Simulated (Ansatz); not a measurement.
`C=[CH][AlH2]` and `C=[CH][GaH2]` differ in one element.

Ansatz, PBE0-D4/def2-TZVP geometries, multiplicity 1. 

Scalar relativity is left out up to krypton.

| property | `C=[CH][AlH2]` |
| --- | --- |
| size of the dipole moment (B3LYP/def2-TZVPP) / D | 0.87 |
| LUMO energy (B3LYP/def2-TZVPP) / eV | -1.87 |
| HOMO–LUMO gap (PBE0/def2-TZVPP) / eV | 6.43 |
| HOMO–LUMO gap (B3LYP/def2-TZVPP) / eV | 6.02 |
| HOMO–LUMO gap (ωB97M-V/def2-TZVPP) / eV | 10.38 |
| zero-point energy (PBE0-D4/def2-TZVP) / kJ/mol | 143.9 |

Problem. What does the change do to each property? (An estimate is asked.)

Solution. Computed: 
```json
{"property": "size of the dipole moment (B3LYP/def2-TZVPP) / D", "`C=[CH][GaH2]`": "0.85", "shift": "-0.02"}
{"property": "LUMO energy (B3LYP/def2-TZVPP) / eV", "`C=[CH][GaH2]`": "-2.01", "shift": "-0.14"}
{"property": "HOMO–LUMO gap (PBE0/def2-TZVPP) / eV", "`C=[CH][GaH2]`": "6.29", "shift": "-0.14"}
{"property": "HOMO–LUMO gap (B3LYP/def2-TZVPP) / eV", "`C=[CH][GaH2]`": "5.84", "shift": "-0.18"}
{"property": "HOMO–LUMO gap (ωB97M-V/def2-TZVPP) / eV", "`C=[CH][GaH2]`": "10.28", "shift": "-0.10"}
{"property": "zero-point energy (PBE0-D4/def2-TZVP) / kJ/mol", "`C=[CH][GaH2]`": "144.1", "shift": "0.2"}
```

With PBE0 the HOMO rises by 0.05 eV and the LUMO falls by 0.08 eV, so the gap narrows by about 0.13 eV. PBE moves the HOMO by 0.01 eV and ωB97M-V by 0.08 eV. Dipoles are sizes alone; their direction can turn.

B3LYP here is the variant with VWN-RPA as its local correlation; programs differ in this.
